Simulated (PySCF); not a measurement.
A structure optimised at B3LYP-D3(BJ)/def2-SVP, used in a PySCF frequency run:

```
C
H 1 1.1003
H 1 1.1003 2 108.41
C 1 1.5254 2 113.08 3 126.22
H 4 1.1010 1 111.54 2 57.78
H 4 1.1010 5 107.91 1 -122.85
H 4 1.1026 5 107.69 6 -115.99
Sn 1 2.1619 2 105.45 3 -112.54
Cl 8 2.3549 1 114.29 2 57.30
Cl 8 2.3587 1 110.28 2 -63.91
Cl 8 2.3587 1 110.28 2 178.51
```

### Question
Write its SMILES, formula and point group.

### Answer
C[CH2][Sn]([Cl])([Cl])[Cl], C₂H₅Cl₃Sn, Cs

### Question
What are its rotational constants (standard atomic weights)?

### Answer
1.0919, 0.91907, 0.84065 GHz
